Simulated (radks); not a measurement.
Er IX, 60 electrons, occupied as [Kr] 4d10 4f10 5s2 5p2 (the NIST ground configuration).

All-electron calculation, scalar-relativistic Kohn-Sham, LDA (Slater exchange, Perdew-Wang correlation), spin-polarised, spherical densities, point nucleus; open shells are filled with parallel spins first (spin-orbit coupling, left out, can overturn this in heavy ions). Program: a radial shooting solver on a logarithmic mesh with Libxc functionals.

Energy parts (eV):
| part | energy |
|---|---|
| total | -355373.91 |
| kinetic | 385288.79 |
| electron-nucleus | -864615.66 |
| Hartree | 131162.32 |
| exchange-correlation | -7209.35 |

Orbitals (lengths in bohr, moments of r in powers of bohr; <r^-3> diverges for s and p1/2; r(max) is where P^2 peaks; r(90%) holds 90 % of the orbital's charge):
| orbital | occ. | eigenvalue (eV) | r(max) | <r^-3> | r(90%) |
|---|---|---|---|---|---|
| 1s up | 1 | -57458.51 | 0.01287 | - | 0.0370 |
| 1s down | 1 | -57458.29 | 0.01287 | - | 0.0370 |
| 2s up | 1 | -9763.657 | 0.07328 | - | 0.134 |
| 2s down | 1 | -9763.437 | 0.07328 | - | 0.134 |
| 2p up | 3 | -8654.196 | 0.05957 | 14310 | 0.125 |
| 2p down | 3 | -8653.948 | 0.05957 | 14310 | 0.125 |
| 3s up | 1 | -2290.134 | 0.2074 | - | 0.331 |
| 3s down | 1 | -2287.971 | 0.2073 | - | 0.331 |
| 3p up | 3 | -1952.667 | 0.2040 | 3081 | 0.336 |
| 3p down | 3 | -1950.498 | 0.2040 | 3085 | 0.336 |
| 3d up | 5 | -1529.283 | 0.1663 | 409.1 | 0.317 |
| 3d down | 5 | -1527.561 | 0.1662 | 409.7 | 0.317 |
| 4s up | 1 | -557.2820 | 0.4736 | - | 0.729 |
| 4s down | 1 | -553.0156 | 0.4736 | - | 0.729 |
| 4p up | 3 | -445.8984 | 0.4948 | 703.7 | 0.781 |
| 4p down | 3 | -441.6769 | 0.4948 | 702.8 | 0.781 |
| 4d up | 5 | -296.5542 | 0.5103 | 79.07 | 0.868 |
| 4d down | 5 | -292.3370 | 0.5104 | 78.97 | 0.867 |
| 4f up | 7 | -131.4926 | 0.4975 | 12.57 | 1.13 |
| 4f down | 3 | -127.1357 | 0.4980 | 12.56 | 1.14 |
| 5s up | 1 | -169.6063 | 1.065 | - | 1.62 |
| 5s down | 1 | -165.3760 | 1.066 | - | 1.63 |
| 5p up | 2 | -138.6342 | 1.175 | 130.2 | 1.80 |
| 5p down | 0 | -134.6435 | 1.178 | 128.0 | 1.82 |

The highest occupied level is 4f down at -127.14 eV. The configuration is held as typed, so some empty levels lie below it. For comparison, the ionisation energy in NIST's Atomic Spectra Database is 158 eV (theoretical). In exact Kohn-Sham theory the highest level is minus the ionisation energy, but local and semilocal functionals leave it too shallow, through self-interaction and a potential that decays too fast; potentials with the right tail come closer. The density falls to 0.001 e/bohr^3 at r = 2.52 bohr.
